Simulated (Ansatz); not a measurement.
The cluster H₃Au₃, relaxed as a singlet with RKS PBE-D4/def2-TZVP in Ansatz, starting from the GFN1-xTB geometry. Force threshold 0.02 eV/Å.

In the def2 sets Au takes a core potential; there is no spin–orbit coupling. The structure comes from a short search, and lower isomers may exist.

Start:

Cartesian coordinates in Å:
```
Au 0.723 -1.526 -0.961
Au -0.743 -0.441 1.058
Au 0.411 1.106 -0.616
H 1.133 -0.075 -1.590
H -1.403 -1.405 2.023
H -0.121 2.341 0.087
```

| step | energy (eV) | largest force component (eV/Å) | SCF passes |
| --- | --- | --- | --- |
| 1 | -11133.6052 | 1.766 | 18 |
| 2 | -11133.9334 | 0.616 | 27 |
| 3 | -11133.9844 | 0.311 | 22 |
| 4 | -11134.0060 | 0.156 | 22 |
| 5 | -11134.0215 | 0.094 | 27 |
| 6 | -11134.0309 | 0.136 | 21 |
| 7 | -11134.0900 | 0.429 | 27 |
| 8 | -11134.1821 | 0.489 | 26 |
| 9 | -11134.2178 | 1.030 | 26 |
| 10 | -11134.3145 | 0.200 | 27 |
| 11 | -11134.3299 | 0.032 | 20 |
| 12 | -11134.3304 | 0.003 | 21 |

Force components are those of the run's own axes.

End:

Cartesian coordinates in Å:
```
Au 0.638 -1.124 -0.857
Au -0.868 -0.363 1.232
Au 0.230 1.486 -0.376
H 1.548 -1.113 -2.135
H -1.296 -1.726 1.883
H -0.252 2.841 0.253
```

Bonds lost: Au3–H4 (atoms count from 1). The end is the same structure that another start reached, the lowest one found.

No frequencies were taken in this run, so the end may be a saddle point.

Run time 29 s (2 threads of Arm Neoverse V2 on a shared host).
